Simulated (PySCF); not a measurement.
C4H11NOSi3.
Z-matrix (Å and degrees, PBE0-D3(BJ)/def2-SVP geometry), rows numbered from 1:
```
Si
Si  1  2.3482
O   2  1.6745  1  111.62
Si  3  1.6452  2  142.78  1   -45.59
N   4  1.7675  3  110.80  2    29.27
C   5  1.3819  4  125.97  3   -97.34
C   6  1.3740  5  108.93  4   175.04
C   7  1.4249  6  107.13  5    -0.13
C   8  1.3738  7  107.15  6    -0.00
H   1  1.4924  2  111.18  3    63.42
H   1  1.4944  2  110.50  3   -59.72
H   1  1.4986  2  106.94  3  -177.48
H   2  1.4924  1  110.83  3   119.18
H   2  1.4976  1  109.89  3  -121.22
H   4  1.4859  3  111.04  2   -87.58
H   4  1.4830  3  108.24  2   147.27
H   6  1.0887  5  120.76  4    -5.38
H   7  1.0884  6  125.90  5   179.43
H   8  1.0884  7  126.98  6   179.64
H   9  1.0890  5  120.84  4     5.58
```

Probes without a nucleus sit at each ring's centroid and 1 Å off its mean plane on both sides; NICS is minus the shielding there, NICSzz its component along the normal. Level: GIAO HF/pcSseg-1 (PySCF, non-relativistic, gas phase) on the PBE0-D3(BJ)/def2-SVP geometry, one conformer.

Ring bond lengths (Å): N5–C6 1.382, C6–C7 1.374, C7–C8 1.425, C8–C9 1.374, C9–N5 1.382.

Q: Give the NICS values of each ring in ppm.

A: 
```tsv
ring	type	NICS(0)	NICS(1), two faces	NICS(1)zz, two faces	rms pucker (Å)	centre to ring atoms, mean (Å)
N5–C6–C7–C8–C9	5-membered ring with N; formal bonds all aromatic	-14.7	-12.5 / -11.9	-33.8 / -32.0	0.00	1.18
```

Q: What do they say, and how far can they be read as aromaticity?

A: 
- N5–C6–C7–C8–C9: mean NICS(1)zz -32.9 ppm, shielded. A hydrogen on Si1, outside the ring, lies 1.84 Å from a NICS(1) probe.

Q: What does the geometric index give? HOMA = 1 − mean of α(R − Ropt)² over the ring bonds, with Krygowski's 1993 parameters (CC: Ropt 1.388 Å, α 257.7 Å⁻²; CN: Ropt 1.334 Å, α 93.52 Å⁻²).

A: 
- N5–C6–C7–C8–C9: HOMA 0.82; the largest term is that of C7–C8, α(R − Ropt)² = 0.35.

Q: List the ring angles.

A: 
- N5–C6–C7–C8–C9: N5 107.9°, C6 108.9°, C7 107.1°, C8 107.2°, C9 108.9°; sum 540.0° against 540° for a flat convex ring.

Q: How do the values depend on the level or the medium?

A: 
```
             level  NICS(0), N5–C6–C7–C8–C9  mean NICS(1)zz, N5–C6–C7–C8–C9
  HF/pcSseg-1, gas                    -14.7                           -32.9
PBE0/pcSseg-1, gas                    -13.8                           -32.2
```

The geometry is the same throughout.
